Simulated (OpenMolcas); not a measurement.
An OpenMolcas run meant for Al (ANO-R3, X2C; inactive shells 1s 2s 2p 3s; intended active space 1 electron in 3 orbitals (3p)). One step of its input:

```
&CASPT2
Multistate=3 1 2 3
Frozen=1 0
IPEA=0.25
Imaginary=0.1
MaxIter=60
WThr=0.0 0.3 0.05
PrWF=0.5
NoMix
Shift=0.2
Sig2=0.3
```

Lines from the output:

```
|
   --------------------------------------------------------------------------------------
++ ---------   Input file   ---------
>>> COPY JOB001 $Project.JobIph
&CASPT2
Multistate=3 1 2 3
Frozen=1 0
IPEA=0.25
Imaginary=0.1
MaxIter=60
WThr=0.0 0.3 0.05
PrWF=0.5
NoMix
Shift=0.2
Sig2=0.3
-- ----------------------------------
>>> COPY JOB001 a.JobIph
*** symbolic link created: INPORB -> a.RasOrb
--- Start Module: caspt2 at  ---
()()()()()()()()()()()()()()()()()()()()()()()()()()()()()()()()()()()()()()()()()()()()()()()()()()
                                              &CASPT2
                                   only a single process is used
                       available to each process: 2.3 GB of memory, 1 thread
()()()()()()()()()()()()()()()()()()()()()()()()()()()()()()()()()()()()()()()()()()()()()()()()()()
 ###    ERROR: More than one intruder-state removal technique                ###
 ###    active: SHIFt/IMAGinary/SIG1/SIG2 are mutually exclusive!            ###
--- Stop Module: caspt2 at  /rc=_RC_INPUT_ERROR_ ---
.####################.
.# User input error #.
.####################.
```

Question: What is wrong with the input?

Answer: More than one intruder-state remedy is switched on.
